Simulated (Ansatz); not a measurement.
`Cl[SiH]1BC1` + `[CH3][V](=[NH])([F])[F]` → `F[SiH]1BC1` + `[CH3][V](=[NH])([F])[Cl]` at 298.15 K and 1 bar (redistribution).

Computed with Ansatz on PBE0-D4/def2-TZVP structures; ΔE is electronic, products minus reactants. CBS: MP2 limit from def2 TZ/QZ plus the TZ coupled-cluster correction, frozen cores. For V outer-core shells are correlated without core-valence functions, which leaves a few kJ/mol of doubt a bond. Scalar relativity is left out up to krypton. One conformer a species, not always the lowest.

| species | CCSD(T)/CBS energy (Eh) | H − E (kJ/mol) | S (J/(mol·K)) |
| --- | --- | --- | --- |
| `Cl[SiH]1BC1` | -814.09176 | 143.1 | 310.3 |
| `[CH3][V](=[NH])([F])[F]` | -1238.29538 | 163.3 | 347.6 |
| `F[SiH]1BC1` | -454.11214 | 144.6 | 296.5 |
| `[CH3][V](=[NH])([F])[Cl]` | -1598.28252 | 161.6 | 358.9 |

H − E and S are ideal-gas, rigid-rotor, harmonic terms from PBE0-D4/def2-TZVP, for one conformer and one mirror image of each species. 1 Eh = 2625.50 kJ/mol, R = 8.31446 J/(mol·K).

Problem. By hand: ΔE, ΔH, ΔS and ΔG.

Solution. ΔE = (-454.11214) + (-1598.28252) − (-814.09176) − (-1238.29538) = -0.00752 Eh = -19.7 kJ/mol. Δ(H − E) = 144.6 + 161.6 − 143.1 − 163.3 = -0.2, so ΔH = -19.9 kJ/mol. ΔS = 296.5 + 358.9 − 310.3 − 347.6 = -2.5 J/(mol·K). ΔG = -19.9 − 298.15 × (-2.5)/1000 = -19.2 kJ/mol.

Problem. By hand: the equilibrium constant, and the temperature at which ΔG would vanish if ΔH and ΔS stayed fixed.

Solution. log₁₀ K = −ΔG/(RT ln 10) = 3.4. ΔG = 0 at ΔH/ΔS = 7960 K, far beyond where these terms or the molecules hold.

The number of gas molecules stays the same, so ΔS is small and ΔH decides. A doubt of 5 kJ/mol in ΔE shifts log₁₀ K by 0.9 here. Other conformers and mirror images would add mixing entropy, several J/(mol·K) or more a flexible species. These are equilibria of isolated gas molecules and say nothing of rates. Largest T1 diagnostic: 0.031 (customary marks: 0.02 for closed shells, 0.045 for open ones).
